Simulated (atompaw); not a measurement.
# Reading a pseudo-wave (P)

Columns: radius, all-electron u(r) and pseudo u(r) of the 3s shell (level -14.62 eV) of phosphorus in the configuration [Ne] 3s1 3p4; PBEsol, scalar-relativistic, PAW (atompaw) scheme, atompaw 4.2.0.5.

```
r (bohr)  all-electron  pseudo
   0.067        0.1920  0.0324
   0.135        0.0108  0.0658
   0.202       -0.1936  0.0999
   0.269       -0.3275  0.1356
   0.337       -0.3790  0.1738
   0.404       -0.3612  0.2135
   0.471       -0.2953  0.2553
   0.538       -0.1992  0.2991
   0.606       -0.0851  0.3451
   0.673        0.0330  0.3917
   0.740        0.1497  0.4389
   0.808        0.2616  0.4867
   0.875        0.3626  0.5330
   0.942        0.4526  0.5776
   1.010        0.5324  0.6204
   1.077        0.5994  0.6592
   1.144        0.6555  0.6940
   1.212        0.7016  0.7246
   1.279        0.7371  0.7497
   1.346        0.7635  0.7695
   1.413        0.7817  0.7839
   1.481        0.7927  0.7932
   1.548        0.7969  0.7970
   1.615        0.7956  0.7956
   1.683        0.7892  0.7892
   1.750        0.7788  0.7788
```

Problem. How many radial nodes do the two functions have?

Solution. The all-electron 3s function has n − l − 1 = 2; the pseudo-wave has 0, since the states of the same l below it are removed with the core.

Problem. At about which radius was the pseudo-wave matched?

Solution. 1.60 bohr, where the columns begin to agree (steps of 0.07 bohr).

Problem. Is the pseudo-wave norm-conserving?

Solution. No, it belongs to a PAW set: the norm inside the radius is not constrained, and the difference is carried by the augmentation charge.
